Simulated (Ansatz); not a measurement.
Cu₂S₂, relaxed as a triplet with UKS r2SCAN-D4/def2-SVP in Ansatz, starting from the r2SCAN-D4/def2-SVP geometry of the neutral singlet. Force threshold 0.02 eV/Å.

The structure comes from a short search, and lower isomers may exist.

Start:

Cartesian coordinates in Å:
```
Cu -0.908 0.886 -0.144
Cu 0.764 -1.015 -0.132
S -0.967 -0.843 1.111
S 1.112 0.973 -0.835
```

(1) Estimate the energy that the relaxation releases and the steps that it takes.

(2) Does the start keep its bonding and symmetry?

(3) Predict the relaxed structure.

## Answers

(1) 23.7 kJ/mol, in 5 steps; 18 s on 4 threads of Arm Neoverse V1 on a shared host. No frequencies were taken in this run, so the end may be a saddle point.

(2) By distances, no bond broke or formed. The bond that changes most is Cu1–S4, from 2.14 to 2.17 Å (atoms count from 1). Point group C2v at the start, D2h at the end, both within 0.05 Å.

(3) 
```xyz
4

Cu   -0.800    0.910   -0.006
Cu    0.800   -0.910    0.006
S    -1.106   -0.967    1.036
S     1.106    0.967   -1.036
```
Bond lengths (bridged metal pairs left out): 4 × Cu–S 2.17 Å.
